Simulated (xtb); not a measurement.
H$_{10}$Si$_{5}$, charge -1, doublet, at a GFN2-xTB geometry (a state made from the parent by changing its charge; the spin is typed, not shown lowest); GFN0-xTB (xtb).

Here is a job for xtb.
```
$ xtb mol.xyz --gfn 0 --chrg -1 --uhf 1 --json

# file mol.xyz
15

Si     0.95754715     1.34339082     1.09853405
Si     1.79918819    -0.67510847     0.37619988
Si     0.23339394    -1.65177294    -0.99528035
Si    -1.65561408    -0.34099255    -0.98845436
Si    -1.33965070     1.36082810     0.53090053
H      0.88350021     1.29925864     2.60848582
H      2.15431530     2.28843441     1.11151679
H      2.32152697    -1.68543339     1.33702343
H      3.05469619    -0.46060123    -0.39061996
H     -0.05401588    -3.05462723    -0.61303891
H      0.75209162    -1.88578642    -2.36382099
H     -2.82429245    -1.17000945    -0.59190902
H     -2.07472770    -0.06121157    -2.38946918
H     -1.44463035     2.67196513    -0.21561395
H     -2.69656681     1.54918175     1.20084944
```

What the program printed (banner, timings and long lists left out):

```
   ID    Z sym.   atoms
    1   14 Si     1-5
    2    1 H      6-15

           -------------------------------------------------
          |                Calculation Setup                |
           -------------------------------------------------

           -------------------------------------------------
          |                 G F N 0 - x T B                 |
           -------------------------------------------------

          ...................................................
          :                      SETUP                      :
          :.................................................:
          :  # basis functions                  70          :
          :  # atomic orbitals                  65          :
          :  # shells                           35          :
          :  # electrons                        31          :
          :  electronic temp.          300.0000000     K    :
          :  accuracy                    1.0000000          :
          :  -> integral cutoff          0.2500000E+02      :
          :  -> integral neglect         0.1000000E-07      :
          ...................................................

         :::::::::::::::::::::::::::::::::::::::::::::::::::::
         ::                     SUMMARY                     ::
         :::::::::::::::::::::::::::::::::::::::::::::::::::::
         :: total energy             -15.986663995419 Eh    ::
         :: gradient norm              0.016800952164 Eh/a0 ::
         :: HOMO-LUMO gap              0.709736502904 eV    ::
         ::.................................................::
         :: H0 energy                -14.934585358192 Eh    ::
         :: repulsion energy           0.148877627638 Eh    ::
         :: electrostat energy        -1.194547556245 Eh    ::
         :: -> Gsolv                   0.000000000000 Eh    ::
         ::    -> Gsasa                0.000000000000 Eh    ::
         ::    -> Gshift               0.000000000000 Eh    ::
         :: dispersion energy         -0.006408708620 Eh    ::
         :: short-range corr.          0.000000000000 Eh    ::
         :: add. restraining           0.000000000000 Eh    ::
         :: total charge              -1.000000000000 e     ::
         :::::::::::::::::::::::::::::::::::::::::::::::::::::

           -------------------------------------------------
          |                Property Printout                |
           -------------------------------------------------

    * Orbital Energies and Occupations

         #    Occupation            Energy/Eh            Energy/eV
      -------------------------------------------------------------
         1        2.0000           -0.6629819             -18.0407
       ...           ...                  ...                  ...
         4        2.0000           -0.5693993             -15.4941
         5        2.0000           -0.5689131             -15.4809
         6        2.0000           -0.4714728             -12.8294
         7        2.0000           -0.4714383             -12.8285
         8        2.0000           -0.4694485             -12.7743
         9        2.0000           -0.4687795             -12.7561
        10        2.0000           -0.4622148             -12.5775
        11        2.0000           -0.4219908             -11.4830
        12        2.0000           -0.3958223             -10.7709
        13        2.0000           -0.3953859             -10.7590
        14        2.0000           -0.3541218              -9.6361
        15        2.0000           -0.3537098              -9.6249
        16        1.0000           -0.3021934              -8.2231 (HOMO)
        17        0.0000           -0.2761111              -7.5134 (LUMO)
        18                         -0.2729017              -7.4260
        19                         -0.2611570              -7.1064
        20                         -0.2586653              -7.0386
        21                         -0.2332999              -6.3484
        22                         -0.2315140              -6.2998
        23                         -0.2222271              -6.0471
        24                         -0.2167514              -5.8981
        25                         -0.2115844              -5.7575
        26                         -0.1970372              -5.3617
        27                         -0.1610332              -4.3819
       ...                                ...                  ...
        65                          2.3011380              62.6172
      -------------------------------------------------------------
                  HL-Gap            0.0260823 Eh            0.7097 eV
             Fermi-level            0.0000000 Eh            0.0000 eV

     #   Z          covCN         q      C6AA      α(0)
     1  14 Si       3.663     0.213   147.881    22.495
     2  14 Si       3.714     0.227   147.086    22.413
     3  14 Si       3.719     0.229   147.017    22.406
     4  14 Si       3.714     0.227   147.086    22.413
     5  14 Si       3.663     0.213   147.881    22.495
     6   1 H        0.901    -0.214    11.964     5.412
     7   1 H        0.894    -0.208    11.438     5.292
     8   1 H        0.910    -0.211    11.694     5.349
     9   1 H        0.911    -0.211    11.653     5.340
    10   1 H        0.913    -0.212    11.734     5.358
    11   1 H        0.913    -0.212    11.734     5.358
    12   1 H        0.911    -0.211    11.653     5.340
    13   1 H        0.910    -0.211    11.694     5.349
    14   1 H        0.901    -0.214    11.964     5.412
    15   1 H        0.894    -0.208    11.438     5.292

 Mol. C6AA /au·bohr⁶  :       8953.187414
 Mol. C8AA /au·bohr⁸  :     398221.094135
 Mol. α(0) /au        :        165.724651

Wiberg/Mayer (AO) data.
largest (>0.10) Wiberg bond orders for each atom

 ---------------------------------------------------------------------------
     #   Z sym  total        # sym  WBO       # sym  WBO       # sym  WBO
 ---------------------------------------------------------------------------
     1  14 Si   4.215 --     2 Si   1.069     5 Si   1.048     7 H    0.822
                             6 H    0.816     4 Si   0.163     3 Si   0.137
     2  14 Si   4.182 --     1 Si   1.069     3 Si   1.012     8 H    0.830
                             9 H    0.828     5 Si   0.163     4 Si   0.109
     3  14 Si   4.130 --     4 Si   1.012     2 Si   1.012    11 H    0.831
                            10 H    0.831     5 Si   0.137     1 Si   0.137
     4  14 Si   4.182 --     5 Si   1.069     3 Si   1.012    13 H    0.830
                            12 H    0.828     1 Si   0.163     2 Si   0.109
     5  14 Si   4.215 --     4 Si   1.069     1 Si   1.048    15 H    0.822
                            14 H    0.816     2 Si   0.163     3 Si   0.137
     6   1 H    0.909 --     1 Si   0.816
     7   1 H    0.907 --     1 Si   0.822
     8   1 H    0.916 --     2 Si   0.830
     9   1 H    0.916 --     2 Si   0.828
    10   1 H    0.918 --     3 Si   0.831
    11   1 H    0.918 --     3 Si   0.831
    12   1 H    0.916 --     4 Si   0.828
    13   1 H    0.916 --     4 Si   0.830
    14   1 H    0.909 --     5 Si   0.816
    15   1 H    0.907 --     5 Si   0.822
 ---------------------------------------------------------------------------

Topologies differ in total number of bonds
Writing topology from bond orders to xtbtopo.mol

 dipole moment from electron density (au)
     X       Y       Z
   0.0512  -0.3623  -0.2183  total (Debye):    1.083

           -------------------------------------------------
          | TOTAL ENERGY              -15.986663995419 Eh   |
          | GRADIENT NORM               0.016800952164 Eh/α |
          | HOMO-LUMO GAP               0.709736502904 eV   |
           -------------------------------------------------

normal termination of xtb
```
